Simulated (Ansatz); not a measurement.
Geometry optimisation, Ansatz 0.2.0, RKS B3LYP/def2-SVP.

Input:

```yaml
crystal:
  periodic: [false, false, false]
  atoms:
    - { symbol: C, position_ang: [0.3303, -0.1397, 1.8488] }
    - { symbol: Si, position_ang: [1.1094, -0.7944, 0.3139] }
    - { symbol: F, position_ang: [2.393, 0.1804, -0.127] }
    - { symbol: "N", position_ang: [0.0167, -0.8721, -1.045] }
    - { symbol: B, position_ang: [-0.4338, 0.5298, -1.4645] }
    - { symbol: "N", position_ang: [-1.8807, 1.0199, -1.3454] }
    - { symbol: H, position_ang: [1.0302, -0.0833, 2.6834] }
    - { symbol: H, position_ang: [-0.5512, -0.7101, 2.0965] }
    - { symbol: H, position_ang: [-0.057, 0.9575, 1.6758] }
    - { symbol: H, position_ang: [1.6006, -2.1441, 0.6431] }
    - { symbol: H, position_ang: [0.4302, -1.3108, -1.8324] }
    - { symbol: H, position_ang: [0.4091, 1.2884, -1.8364] }
    - { symbol: H, position_ang: [-2.4883, 0.2507, -0.9466] }
    - { symbol: H, position_ang: [-1.9215, 1.7987, -0.6353] }
basis:
  gaussian: { orbitals: def2-SVP }
hamiltonian:
  xc: b3lyp
relax:
  f_tol: 0.02
  max_steps: 50
```

Launched with:

```bash
$ ansatz run input.yaml --threads 2 --pin off --max-ram 3072MiB --backend cpu --events-out ev --progress --plain --runs-dir out
```

**Question.** Where does it end, and by what steps?

**Answer.** It converged. After 26 steps the energy has fallen by 1.598 eV; H13 moved furthest, 1.98 Å.

```csv
step,energy less start (eV),largest force component (eV/Å),accepted
0,0.0000,2.901,yes
1,-0.5910,2.043,yes
2,-0.8455,2.680,yes
3,-1.0680,1.500,yes
4,-1.2235,0.635,yes
5,-1.3338,0.294,yes
6,-1.4074,0.279,yes
7,-1.4596,0.352,yes
8,-1.4921,0.528,yes
9,-1.5095,0.662,yes
10,-1.5635,0.226,yes
11,-1.5523,0.419,no
12,-1.5777,0.095,yes
13,-1.5858,0.060,yes
14,-1.5900,0.358,yes
15,-1.5654,0.909,no
16,-1.5928,0.085,yes
17,-1.5947,0.101,yes
18,-1.5951,0.076,yes
19,-1.5959,0.040,yes
20,-1.5963,0.024,yes
21,-1.5969,0.028,yes
22,-1.5973,0.054,yes
23,-1.5975,0.040,yes
24,-1.5976,0.022,yes
25,-1.5972,0.078,no
26,-1.5977,0.009,yes
```

```xyz
14
Properties=species:S:1:pos:R:3
C 0.078 -0.326 1.818
Si 1.192 -0.712 0.367
F 2.500 0.261 0.518
N 0.426 -0.480 -1.170
B -0.638 0.365 -1.647
N -1.398 1.230 -0.838
H 0.544 -0.685 2.749
H -0.907 -0.810 1.719
H -0.070 0.760 1.930
H 1.725 -2.099 0.404
H 0.860 -1.017 -1.917
H -0.909 0.325 -2.827
H -1.279 1.363 0.157
H -2.137 1.796 -1.233
```

Whether the end is a true minimum wasn't checked by a vibrational analysis.

Run time: 76 s on 2 threads of INTEL(R) XEON(R) PLATINUM 8581C CPU @ 2.30GHz (Emerald Rapids) (shared host), peak memory 0.35 GiB.
